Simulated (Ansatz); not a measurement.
`[CH3][InH][Br]` + `CC1OB1N` → `[CH3][In]([NH2])[Br]` + `CC1BO1`  (redistribution)

Calculated with Ansatz (gas phase, PBE0-D4/def2-TZVP geometries, no zero-point term in ΔE). CBS: MP2 limit from def2 TZ/QZ plus the TZ coupled-cluster correction, frozen cores. Functionals use def2-TZVPP. B3LYP here is the variant with VWN-RPA as its local correlation; programs differ in this. def2 core potentials past Kr. For Br, In outer-core shells are correlated without core-valence functions, which leaves a few kJ/mol of doubt a bond. Scalar relativity is left out up to krypton. Each species was taken in one conformer, which may not be the lowest.

`[CH3][InH][Br]`:

```xyz
7

C    -0.079    1.075   -0.041
In    0.380   -1.006   -0.116
Br   -1.441   -2.381    0.902
H     0.706    1.681   -0.491
H    -1.020    1.244   -0.566
H    -0.213    1.364    1.002
H     1.666   -1.975   -0.691
```

`CC1OB1N`:

Cartesian coordinates in Å:
```
C -0.885 -1.010 1.034
C 0.389 -0.347 0.606
O 0.932 -0.825 -0.712
B 0.563 0.471 -0.650
N 0.504 1.575 -1.483
H -1.298 -0.486 1.901
H -1.634 -0.991 0.240
H -0.715 -2.051 1.323
H 1.172 -0.350 1.364
H 0.799 1.543 -2.444
H 0.173 2.471 -1.177
```

`[CH3][In]([NH2])[Br]`:

Z-matrix (Å, degrees):
```
C
In 1 2.128
H 1 1.090 2 108.8
H 1 1.090 2 108.9 3 118.4
H 1 1.089 2 111.0 3 -120.8
N 2 2.004 1 132.2 3 119.0
Br 2 2.493 1 118.3 3 -54.7
H 6 1.008 2 120.7 1 27.2
H 6 1.009 2 117.7 1 167.7
```

`CC1BO1`:

Z-matrix (Å, degrees):
```
C
C 1 1.496
H 1 1.094 2 109.3
H 1 1.092 2 111.8 3 119.4
H 1 1.094 2 111.5 3 -119.1
B 2 1.513 1 125.0 3 -110.2
O 2 1.510 1 114.8 3 -170.0
H 2 1.089 1 114.7 3 60.8
H 6 1.185 2 159.2 1 81.4
```

CCSD(T)/CBS gives +78.0 kJ/mol.

Task: Another level gave +97.8 kJ/mol. Which?
A. PBE0/def2-TZVPP
B. B3LYP-D4/def2-TZVPP
C. B2PLYP/def2-TZVPP
D. SCS-MP2/def2-TZVPP

Result: A. PBE0 97.8, B3LYP-D4 93.5, B2PLYP 87.2, SCS-MP2/def2-TZVPP 80.2 kJ/mol.

Largest T1 diagnostic among the species: 0.015.

From PBE to PBE0 (25 % exact exchange), in def2-TZVPP and without D4, ΔE moves by +4.9 kJ/mol. In def2-TZVPP, CCSD(T) changes the Hartree–Fock value by −15.4 kJ/mol (the triples alone add −3.3 kJ/mol) and MP2 by −19.4 kJ/mol.
